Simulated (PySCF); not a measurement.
Vertical excitations of a molecule C₆H₁₀ from TDDFT-PBE/def2-SVPD run with PySCF 2.14.0, as energy in eV (oscillator strength): 5.91 (0.000), 5.95 (0.003), 6.08 (0.017), 6.15 (0.071), 6.57 (0.000), 6.84 (0.002), 6.92 (0.113), 6.98 (0.016), 7.00 (0.000), 7.30 (0.060). Lowest triplet (TDA): 5.26 eV. Geometry: B3LYP-D3(BJ)/def2-SVP. Other conformers were not sampled.

Pick the molecule that these values belong to.
A. C/C=C/C1CC1
B. CC1=CC[C@H]1C
C. C=C(C)/C=C/C
D. CCC#CCC

D, CCC#CCC
